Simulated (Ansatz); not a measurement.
AlH$_{4}$NOSi (`O[SiH]1[NH][AlH]1`) at its PBE0-D4/def2-TZVP geometry, where that method's forces vanish. Total charge 0; spin multiplicity 1.

```csv
atom,x (Å),y (Å),z (Å)
O1,1.4846,0.4961,1.2134
Si2,0.6811,0.0539,-0.1623
N3,-0.8770,-0.6787,0.0756
Al4,-1.4004,0.7992,-0.7863
H5,2.4003,0.2184,1.2697
H6,1.6692,-0.7480,-0.9487
H7,-1.1500,-1.5374,0.5334
H8,-2.8078,1.3964,-1.1949
```

Problem. For each bond, give half the difference of the two atoms' forces along it (eV/Å; positive pushes the atoms apart) under PBE-D4, r2SCAN-D4, B3LYP-D4, ωB97M-V in def2-TZVPP. (An estimate is asked.)

Solution. Ansatz gave: 
```csv
bond,length (Å),PBE-D4,r2SCAN-D4,B3LYP-D4,ωB97M-V
O1–Si2,1.653,0.27,0.04,0.12,0.14
O1–H5,0.959,0.35,0.02,-0.02,-0.08
Si2–N3,1.738,0.20,0.07,0.09,0.04
Si2–Al4,2.297,0.12,0.07,0.12,0.03
Si2–H6,1.496,-0.03,-0.06,-0.13,-0.14
N3–Al4,1.789,0.20,0.03,0.10,0.07
N3–H7,1.011,0.13,0.03,-0.03,-0.08
Al4–H8,1.582,-0.05,-0.05,-0.14,-0.15
```

B3LYP here is the variant with VWN-RPA as its local correlation; programs differ in this.
